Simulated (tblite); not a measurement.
Species: C₅H₉NO₂.
Atom-mapped SMILES: `[O:1]=[CH:2][NH:3][CH2:4]/[CH:5]=[CH:6]\[CH2:7][OH:8]` (hydrogens: H9 on C2; H10 on N3; H11, H12 on C4; H13 on C5; H14 on C6; H15, H16 on C7; H17 on O8)

Computed with GFN2-xTB (tblite), gas phase: L-BFGS steps from a force-field or distance-geometry start until the largest atomic force falls under 0.01 eV/Å.

Step 9: E = -715.9004 eV
```
atom  x, y, z in Å  |  force x, y, z in eV/Å
O1     -3.3301    1.1056    0.1068    0.034  -0.063  -0.006
C2     -2.3114    1.2220   -0.5307    0.034   0.021  -0.004
N3     -1.1779    0.5305   -0.3392    0.038   0.018   0.019
C4     -1.0396   -0.4269    0.7477    0.023   0.002  -0.033
C5      0.0638   -1.4116    0.4883   -0.012  -0.003  -0.074
C6      1.3360   -1.1194    0.2468   -0.038  -0.027  -0.003
C7      1.9182    0.2666    0.1551   -0.051  -0.031  -0.057
O8      1.6351    0.8659   -1.1031   -0.023   0.048  -0.054
H9     -2.2146    1.9313   -1.3768   -0.007  -0.026   0.011
H10    -0.3399    0.7643   -0.8579   -0.013   0.028   0.042
H11    -0.8513    0.1058    1.6927    0.023   0.003  -0.031
H12    -1.9984   -0.9441    0.8455    0.021   0.039   0.031
H13    -0.2292   -2.4527    0.4854   -0.020   0.012   0.030
H14     2.0232   -1.9274    0.0304    0.011   0.016   0.052
H15     3.0042    0.2260    0.3102   -0.053   0.043   0.051
H16     1.4695    0.9408    0.8900    0.028  -0.069   0.018
H17     2.0353    0.3352   -1.8011    0.006  -0.011   0.008
```

Step 10: E = -715.9021 eV
```
atom  x, y, z in Å  |  force x, y, z in eV/Å
O1     -3.3281    1.1021    0.1066    0.016  -0.068   0.000
C2     -2.3101    1.2211   -0.5315    0.063  -0.024   0.047
N3     -1.1744    0.5320   -0.3383   -0.034   0.043  -0.005
C4     -1.0378   -0.4270    0.7464    0.000   0.023   0.001
C5      0.0629   -1.4133    0.4865    0.004   0.022  -0.072
C6      1.3349   -1.1214    0.2438   -0.044  -0.003   0.031
C7      1.9155    0.2649    0.1540   -0.024   0.019  -0.064
O8      1.6342    0.8675   -1.1048    0.004   0.016  -0.019
H9     -2.2158    1.9298   -1.3752    0.005   0.008  -0.034
H10    -0.3379    0.7688   -0.8566    0.013   0.024   0.033
H11    -0.8467    0.1063    1.6914    0.020  -0.016  -0.041
H12    -1.9991   -0.9408    0.8465    0.044   0.048   0.021
H13    -0.2300   -2.4529    0.4861   -0.034  -0.032   0.030
H14     2.0237   -1.9294    0.0364    0.023   0.004   0.027
H15     3.0022    0.2250    0.3154   -0.089   0.046   0.016
H16     1.4662    0.9410    0.8886    0.029  -0.103  -0.004
H17     2.0332    0.3383   -1.8052    0.004  -0.007   0.031
```

Step 11: E = -715.9039 eV
```
atom  x, y, z in Å  |  force x, y, z in eV/Å
O1     -3.3254    1.0967    0.1064   -0.009  -0.065   0.009
C2     -2.3079    1.2200   -0.5316    0.059  -0.050   0.072
N3     -1.1706    0.5342   -0.3370   -0.065   0.060  -0.035
C4     -1.0356   -0.4266    0.7446   -0.018   0.035   0.028
C5      0.0614   -1.4151    0.4831    0.015   0.030  -0.051
C6      1.3333   -1.1237    0.2409   -0.033   0.016   0.042
C7      1.9120    0.2632    0.1515    0.002   0.055  -0.048
O8      1.6332    0.8698   -1.1071    0.026  -0.017   0.014
H9     -2.2171    1.9283   -1.3741    0.016   0.035  -0.063
H10    -0.3353    0.7743   -0.8545    0.038   0.020   0.023
H11    -0.8411    0.1065    1.6893    0.025  -0.026  -0.034
H12    -1.9990   -0.9362    0.8480    0.049   0.046   0.010
H13    -0.2317   -2.4536    0.4875   -0.044  -0.061   0.028
H14     2.0246   -1.9314    0.0438    0.028  -0.004   0.004
H15     2.9981    0.2249    0.3215   -0.099   0.043  -0.028
H16     1.4630    0.9392    0.8869    0.009  -0.111  -0.014
H17     2.0309    0.3415   -1.8091    0.003  -0.005   0.044
```

**Question.** Estimate the geometry and energy of step 12. (The exact step hangs on the optimiser's Hessian estimate; all steps are aligned on step 11, rigid shifts and turns removed.)

**Answer.** E = -715.9057 eV, largest force 0.104 eV/Å
```
atom  x, y, z in Å  |  force x, y, z in eV/Å
O1     -3.3223    1.0891    0.1063   -0.027  -0.055   0.014
C2     -2.3051    1.2188   -0.5310    0.017  -0.043   0.056
N3     -1.1667    0.5372   -0.3361   -0.061   0.054  -0.047
C4     -1.0332   -0.4254    0.7426   -0.017   0.036   0.029
C5      0.0595   -1.4170    0.4783    0.014   0.015  -0.012
C6      1.3314   -1.1260    0.2386   -0.007   0.022   0.031
C7      1.9078    0.2618    0.1477    0.015   0.057  -0.012
O8      1.6323    0.8725   -1.1095    0.033  -0.036   0.037
H9     -2.2182    1.9269   -1.3737    0.019   0.043  -0.060
H10    -0.3318    0.7808   -0.8515    0.060   0.019   0.009
H11    -0.8342    0.1064    1.6864    0.035  -0.023  -0.010
H12    -1.9980   -0.9301    0.8499    0.031   0.035  -0.002
H13    -0.2343   -2.4552    0.4896   -0.045  -0.060   0.021
H14     2.0260   -1.9334    0.0523    0.022  -0.003  -0.017
H15     2.9918    0.2257    0.3279   -0.067   0.033  -0.072
H16     1.4595    0.9351    0.8849   -0.031  -0.086  -0.006
H17     2.0286    0.3448   -1.8127    0.008  -0.009   0.042
```

The energy changes by -0.0018 eV. The first-order estimate −F·Δx gives -0.0026 eV and the mean of the old and new forces, exact on a quadratic surface, -0.0018 eV. The step makes an angle of 69° with the force vector and moves no atom by more than 0.009 Å.

The cost below is that of the whole relaxation. Hardware: one thread, Arm Neoverse V2 (aarch64), no GPU, shared host with 96 logical CPUs at a one-minute load of 47. Cost: 0.45 s of wall time.
